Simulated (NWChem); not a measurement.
Molecule: BeH$_{2}$Se; SMILES [BeH][SeH]

Results from NWChem. The geometry was optimised at B3LYP/6-31G* (spherical d). Total energies compare along this basis series because the functional is fixed.

```
level             basis functions  energy (Ha)  highest occupied level (eV)  orbital gap (eV)  dipole (D)
----------------  ---------------  -----------  ---------------------------  ----------------  ----------
TPSS/pcseg-1                   46   -2417.1791                        -6.37              4.68        0.63
TPSS/aug-pcseg-1               67   -2417.1821                        -6.39              4.66           ?
TPSS/pcseg-2                   86   -2417.5076                        -6.38              4.69        0.53
TPSS/STO-3G                    25   -2390.6092                        -4.37              5.04        1.19
TPSS/def2-SVP                  51   -2417.1565                        -6.31              4.60        0.61
```

### Question
Fill in the missing entries.

### Answer

- TPSS/aug-pcseg-1, dipole (D): 0.48
